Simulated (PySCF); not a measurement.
## Br⁺ (bromine, charge +1) across methods

[Ar] 3d10 4s1 4p4 5s1, high-spin 5P determinant (an excited configuration). All numbers are calculated (PySCF 2.14, scalar relativity through the core potential, in aug-cc-pVTZ-PP with one added diffuse shell each of s, d, f type with ECP10MDF (7s5p5d3f, 68 functions)). The B2PLYP total includes its PT2 part (frozen core); its orbital energies are those of the SCF part.

```tsv
method	E (hartree)	mean ε 4p α (eV)	mean ε 4p β (eV)	mean ε 5s α (eV)	Σ⟨r²⟩ (bohr²)	⟨S²⟩
B2PLYP	-415.0825	-26.595	-22.378	-8.823	46.81	6.003
UHF	-414.22251	-29.554	-23.306	-9.633	47.78	6.006
PBE0	-415.4445	-25.101	-21.520	-8.457	46.19	6.002
PBE	-415.4737	-23.370	-20.461	-7.941	45.93	6.002
r2SCAN	-415.3467	-24.172	-20.708	-7.968	46.34	6.004
r2SCANh	-415.3476	-24.769	-21.097	-8.178	46.38	6.004
LDA	-414.8671	-23.414	-20.575	-8.134	45.59	6.001
```

(1) Estimate the same row for CAM-B3LYP.

Energies and moments cover only the electrons outside the core potential. The outer electron is Rydberg-like, and this basis confines it to a smaller radius and binds it less than a complete one would.

Results:

(1) E (hartree) = -415.4459; mean ε 4p α (eV) = -26.377; mean ε 4p β (eV) = -23.099; mean ε 5s α (eV) = -9.250; Σ⟨r²⟩ (bohr²) = 46.28; ⟨S²⟩ = 6.002.
